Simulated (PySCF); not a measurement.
C₈H₆FN (charge +1 and doublet state).
Geometry (GFN2-xTB, Å), atoms numbered from 1 in this order:
```
atom  x, y, z in Å
C1     0.1611    2.1119   -3.2163
C2     0.1137    1.4471   -2.2063
C3     0.0549    0.6842   -1.0395
C4    -0.4857    1.2436    0.1491
C5    -0.5517    0.5105    1.2977
C6    -0.0841   -0.8313    1.3315
N7    -0.1312   -1.5768    2.4272
C8     0.4558   -1.3699    0.1165
F9     0.8864   -2.6286    0.1614
C10    0.5300   -0.6440   -1.0371
H11    0.2016    2.6887   -4.0972
H12   -0.8444    2.2615    0.1259
H13   -0.9632    0.9378    2.1996
H14   -0.5043   -1.2122    3.2923
H15    0.2086   -2.5309    2.4156
H16    0.9452   -1.0825   -1.9318
```

The hyperfine couplings belong to this conformer and change with its torsions.

The species is `C#Cc1ccc([NH2+])c(F)c1` [radical] (charge +1).

Theory: UKS B3LYP, pcH-1 on C F H N, non-relativistic, mean-field spin-orbit, GIAO (PySCF 2.14.0). The structure is a single GFN2-xTB conformer in the gas phase; no vibrational or solvent corrections. The geometry wasn't refined by DFT: couplings that depend on bond lengths, twists or pyramidal angles can differ widely from those at the functional's own minimum, by a factor of two or more for some ions and for spin on atoms past the first row. No stability test was run, so a lower SCF solution isn't excluded.

The Mulliken spin populations are largest on C1 (+0.31), C3 (+0.29), N7 (+0.28) and C8 (+0.15). The positive populations add up to 1.24 and the negative ones to -0.24, together 2S = 1.

Task: Test a(H) = Q·ρ(C) for the protons on planar carbons with a spin population beyond ±0.08.

Result: 
```
  H    C    ρ(C)  a(H) (G)  a/ρ (G)
H13   C5  +0.086     -2.76    -32.3
H16  C10  -0.091     +1.45    -16.0
```

A least-squares line through the origin gives Q = -23.6 G with Mulliken populations. In McConnell's picture π spin on carbon polarises the C–H bond and leaves opposite spin at the proton, which makes Q negative, as found here. Where ρ is negative the coupling is positive.

Couplings in gauss use g_iso = 2.0031.

On one thread, Arm Neoverse V2 (aarch64), no GPU, shared host with 192 logical CPUs at a one-minute load of 34, this took 91 s of wall time (with the writing of density and orbital grids) and 1.0 GiB of memory at its peak.
